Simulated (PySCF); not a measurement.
C₄H₅NSi, SMILES C#C[C@@H]([SiH3])C#N. Heavy atoms are numbered as in [CH:1]#[C:2][C@@H:3]([SiH3:4])[C:5]#[N:6]. Hydrogens are named by the atom that carries them.

Coordinates come from a ωB97X-D3(BJ)/def2-SVP optimisation. The structure was generated by enumeration; whether it is a known compound was not checked.

Method: PBE/pcSseg-1 in PySCF.

GIAO shieldings, no solvent; atoms alike by connectivity are averaged. δ = σ(ref) − σ: ¹³C against TMS (σ = 182.0 ppm); ²⁹Si against TMS (σ = 335.4 ppm); ¹⁵N against NH3 (σ = 267.0 ppm); ¹H against TMS (σ = 31.49 ppm), references at their B3LYP-D3(BJ)/def2-TZVP geometries, non-relativistic.

```
atoms       nucleus  count  δ (ppm)
----------  -------  -----  -------
C5              ¹³C      1    116.8
C1 (CH)         ¹³C      1     78.1
C2              ¹³C      1      ___
C3 (CH)         ¹³C      1      9.7
Si4 (SiH3)     ²⁹Si      1    -54.8
N6              ¹⁵N      1      ___
H on Si4         ¹H      3     4.52
H on C3          ¹H      1      ___
H on C1          ¹H      1      ___
```

Q: Fill in the missing entries. (Estimate from the structure and the level; the computed values follow.)

A: 
- N6, δ (ppm): 306.3
- C2, δ (ppm): 77.6
- H on C1, δ (ppm): 2.40
- H on C3, δ (ppm): 3.29
